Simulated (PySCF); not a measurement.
B2ClH2 (calculated)

All values are calculated (PySCF 2.14.0). Calculation on a computer-drawn molecule: optimised geometry and harmonic frequencies of an isolated molecule of the commonest isotopes, restricted reference for singlets and unrestricted otherwise, frozen core in MP2.

B2ClH2

Start structure:
```xyz
5
B2ClH2
B     -2.2474     2.2236     0.4598
B     -1.7412     1.3164     1.6468
Cl    -0.4731     0.1945     1.5794
H     -2.6678     3.0598    -0.3081
H     -2.2894     1.4700     2.6672
```

It was run with charge 0, multiplicity 2, method HF and basis cc-pV(D+d)Z.

It finds rotational constants 49.66, 5.662, 5.083 GHz; total energy -509.9977 hartree; spin squared 0.7578; convergence status largest gradient component 8.927e-06 hartree/bohr.

Drawn bonds:
```csv
atom,other atom,order
1,2,1
2,3,1
1,4,1
2,5,1
```

Optimised structure:
```xyz
5
B2ClH2
B     -2.2585     2.2992     0.4824
B     -1.7900     1.3624     1.7078
Cl    -0.4523     0.2026     1.4784
H     -2.6112     2.9906    -0.4073
H     -2.3069     1.4095     2.7839
```

Modes:
```csv
frequency (cm⁻¹),reduced mass (dalton)
220.6,2.992
310.9,1.261
695.2,3.079
750.6,1.463
846.4,1.9
984.1,1.535
1198,2.699
2746,1.092
2892,1.109
```
